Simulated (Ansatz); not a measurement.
Consider the ligand exchange at the Si–C bond: `N=C[SiH2]N` + `[NH2][GeH2][OH]` → `N[SiH2][O][GeH2][NH2]` + `C=N`.

Calculated with Ansatz (gas phase, PBE0-D4/def2-TZVP geometries, no zero-point term in ΔE). CCSD(T)/CBS adds triple-zeta CCSD(T) − MP2 to the extrapolated MP2 energy (def2 sets, frozen cores). This one scheme is used for every species. Functionals use def2-TZVPP. B3LYP here is the variant with VWN-RPA as its local correlation; programs differ in this. For Ge outer-core shells are correlated without core-valence functions, which leaves a few kJ/mol of doubt a bond. Scalar relativity is left out up to krypton. One conformer a species, not always the lowest.

CCSD(T)/CBS gives -33.9 kcal/mol.

Question: Another level gave -34.1 kcal/mol. Which?
A. PBE0-D4/def2-TZVPP
B. HF/def2-TZVPP
C. PBE/def2-TZVPP
D. B3LYP-D4/def2-TZVPP

Answer: D. B3LYP-D4 -34.1, PBE -29.5, PBE0-D4 -32.0, HF/def2-TZVPP -36.7 kcal/mol.

Largest T1 diagnostic among the species: 0.012.

In def2-TZVPP, CCSD(T) changes the Hartree–Fock value by +2.2 kcal/mol (the triples alone add +0.3 kcal/mol) and MP2 by +1.6 kcal/mol. From PBE to PBE0 (25 % exact exchange), in def2-TZVPP and without D4, ΔE moves by −1.6 kcal/mol.
